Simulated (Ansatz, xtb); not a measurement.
Two isomers of GeH4S3

Structure a: `[SH][GeH]([SH])[SH]`, a singlet. Structure b: `S[S][GeH2][SH]`, a singlet. Both are isolated molecules in the gas phase, relaxed with PBE0-D4/def2-SVP; the shapes shown needn't be the lowest conformers.

a (Å):

```xyz
8

Ge    0.1094    0.2770    0.3328
S    -1.1337    1.8615   -0.5925
S     2.0415    0.2186   -0.7588
S    -0.7355   -1.7718    0.1251
H    -1.1462    1.2630   -1.8041
H     0.2342    0.6694    1.8144
H     2.3942   -0.9866   -0.2562
H    -1.6717   -1.5883    1.0834
```

b (Å):

```xyz
8

Ge   -1.4063    0.8139    0.8975
S     1.4656   -0.4617    0.0404
S     0.1200   -0.6526    1.6251
S    -2.2296    0.1341   -1.0552
H     0.7861   -1.2203   -0.8540
H    -0.7437    2.1668    0.6156
H    -2.5062    0.8664    1.9736
H    -2.9157   -0.8968   -0.5145
```

**Question.** Estimate which is lower in electronic energy at CCSD(T)/def2-SVP + ΔMP2/def2-TZVPP, and by roughly how much.

**Answer.** The CCSD(T)/def2-SVP + ΔMP2/def2-TZVPP calculation puts structure a lower, by 21.9 kcal/mol.

The same difference at several levels:

| level | geometry | E(b) − E(a) (kcal/mol) | departure from the last row (kcal/mol) | job, with rough time for the two |
| --- | --- | --- | --- | --- |
| PBE0-D4/def2-SVP | PBE0-D4/def2-SVP | +23.0 | +1.2 | optimisation, 2.3 min |
| HF/def2-SVP | PBE0-D4/def2-SVP | +25.0 | +3.1 | part of the CCSD(T) run |
| MP2/def2-SVP | PBE0-D4/def2-SVP | +25.6 | +3.7 | part of the CCSD(T) run |
| CCSD(T)/def2-SVP | PBE0-D4/def2-SVP | +24.0 | +2.1 | single point |
| CCSD(T)/def2-SVP + ΔMP2/def2-TZVPP | PBE0-D4/def2-SVP | +21.9 |  | single point, 29 s |

As drawn, b has 1 S–S, 1 Ge–H in place of 1 Ge–S, 1 S–H.

None of the levels shown reverses the order. The largest departure from CCSD(T)/def2-SVP + ΔMP2/def2-TZVPP is that of MP2/def2-SVP, 3.7 kcal/mol. Levels run at GFN2-xTB geometries aren't shown. The last row adds to CCSD(T) the change of the MP2 difference between the two basis sets, here −2.1 kcal/mol.

With harmonic frequencies from PBE0-D4/def2-SVP (ideal gas, rigid rotor, one conformer each, 298.15 K, 1 atm): the zero-point term adds +0.1 kcal/mol; ΔH is +21.7 and ΔG +22.1 kcal/mol.

The correlated steps freeze 24 core orbitals; the filled d shell of Ge is correlated, in a basis made for valence electrons. Codes used: Ansatz 0.2.0; the last row on 2 threads of Arm Neoverse V1 on a shared host.
